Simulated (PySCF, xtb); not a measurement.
Li(OtBu) (C₄H₉LiO), SMILES CC(C)([O][Li])C.

Harmonic wavenumbers (cm⁻¹) from GFN2-xTB run with xtb at its own minimum, in rising order: 116, 116, 160, 227, 227, 335, 335, 395, 478, 478, 704, 835, 926, 926, 944, 1017, 1017, 1082, 1217, 1217, 1241, 1377, 1377, 1399, 1472, 1486, 1486, 1493, 1493, 1510, 3011, 3018, 3019, 3021, 3022, 3024, 3024, 3025, 3031.

Question: What does ωB97X-D3(BJ)/def2-SVP in PySCF 2.14.0 give at its own minimum? (An estimate is asked for; the answer gives what the named calculation found.)

Answer: 126, 126, 224, 283, 283, 349, 349, 401, 493, 493, 724, 859, 909, 909, 938, 1035, 1035, 1148, 1262, 1262, 1330, 1382, 1382, 1398, 1450, 1462, 1462, 1475, 1475, 1495, 3046, 3046, 3054, 3141, 3141, 3144, 3150, 3150, 3150. Paired by order, the mean absolute difference is 41 cm⁻¹ and the zero-point energies are 77.6 and 79.4 kcal/mol.
